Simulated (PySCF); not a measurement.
A structure optimised at PBE-D3(BJ)/def2-TZVP, used in a PySCF frequency run:

```
C
O 1 1.1637
Ni 1 1.6684 2 180.00
```
Charge 0, spin multiplicity 1.

Problem. Write its SMILES, formula and point group.

Solution. [O+]#[C-]->[Ni], CNiO, C∞v

Problem. What are its rotational constants (standard atomic weights)?

Solution. 4.4921 GHz (linear rotor, B only)
